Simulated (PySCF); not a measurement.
# Working out the ionisation energy of Cl+

Cl+ [Ne] 3s2 3p4 (3P) → Cl(2+) [Ne] 3s2 3p3 (4S). Calculation: PySCF 2.14, in x2c-TZVPall (5s5p2d1f, 37 functions); the spin-free X2C one-electron Hamiltonian (Gaussian nucleus). Frozen: [Ne]. Energies in hartree (1 hartree = 27.21139 eV):

| part | Cl+ (lower) | Cl(2+) (upper) |
| --- | --- | --- |
| UHF | -460.455614 | -459.626124 |
| CCSD correlation | -0.146269 | -0.114509 |
| (T) | -0.004302 | -0.003226 |

Problem. What does Hartree-Fock give?

Solution. (-459.626124) − (-460.455614) = 0.829490 hartree = 22.572 eV.

Problem. What do CCSD and CCSD(T) give?

Solution. The CCSD correlation energies differ by 0.031760 hartree = 0.864 eV and the triples by 0.001076 hartree = 0.029 eV, so CCSD gives 23.436 eV and CCSD(T) 23.465 eV.

Measured between the centres of the two terms (NIST): 23.771 eV, so CCSD(T) (valence) is off by -0.306 eV.

What remains against the reference includes basis incompleteness, the frozen core and higher excitations.
